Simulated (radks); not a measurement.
Neutral chromium inside a hard spherical wall (all orbitals vanish at R), configuration held at [Ar] 3d5 4s1 and not refilled when levels cross. Calculated with a radial shooting solver on a logarithmic mesh with Libxc functionals: non-relativistic Kohn-Sham, PBEsol, spin-polarised, spherical densities, point nucleus; open shells are filled with parallel spins first. Eigenvalues in eV for spin up, with the zero of energy where the potential of the charges vanishes at infinity; a dash marks a level that is unbound or too diffuse for the functional's potential to be trusted. A positive occupied level is held by the wall or, in an anion where self-interaction has pushed it up, behind a barrier. The pressure on the wall is -dE/dV.

[
 {"R (bohr)": "free", "E (hartree)": "-1043.17514", "kinetic (hartree)": "1042.197", "e(3s)": "-73.083", "e(3p)": "-45.800", "e(4s)": "-4.388", "e(3d)": "-3.830", "e(4p, empty)": "-1.172", "e(5s, empty)": "-", "pressure (GPa)": "0"},
 {"R (bohr)": "20", "E (hartree)": "-1043.17514", "kinetic (hartree)": "1042.197", "e(3s)": "-73.083", "e(3p)": "-45.800", "e(4s)": "-4.388", "e(3d)": "-3.830", "e(4p, empty)": "-1.172", "e(5s, empty)": "-", "pressure (GPa)": "< 0.0001"},
 {"R (bohr)": "15", "E (hartree)": "-1043.17514", "kinetic (hartree)": "1042.197", "e(3s)": "-73.083", "e(3p)": "-45.800", "e(4s)": "-4.388", "e(3d)": "-3.829", "e(4p, empty)": "-1.164", "e(5s, empty)": "0.310", "pressure (GPa)": "< 0.0001"},
 {"R (bohr)": "12", "E (hartree)": "-1043.17509", "kinetic (hartree)": "1042.197", "e(3s)": "-73.077", "e(3p)": "-45.794", "e(4s)": "-4.383", "e(3d)": "-3.823", "e(4p, empty)": "-1.123", "e(5s, empty)": "0.915", "pressure (GPa)": "0.000931"},
 {"R (bohr)": "10", "E (hartree)": "-1043.17468", "kinetic (hartree)": "1042.201", "e(3s)": "-73.041", "e(3p)": "-45.759", "e(4s)": "-4.353", "e(3d)": "-3.790", "e(4p, empty)": "-1.001", "e(5s, empty)": "1.990", "pressure (GPa)": "0.0115"},
 {"R (bohr)": "6", "E (hartree)": "-1043.14302", "kinetic (hartree)": "1042.369", "e(3s)": "-71.925", "e(3p)": "-44.652", "e(4s)": "-3.180", "e(3d)": "-2.764", "e(4p, empty)": "1.197", "e(5s, empty)": "12.637", "pressure (GPa)": "2.25"},
 {"R (bohr)": "3.5", "E (hartree)": "-1042.58000", "kinetic (hartree)": "1044.357", "e(3s)": "-64.405", "e(3p)": "-37.333", "e(4s)": "9.568", "e(3d)": "4.530", "e(4p, empty)": "17.989", "e(5s, empty)": "67.213", "pressure (GPa)": "152"}
]
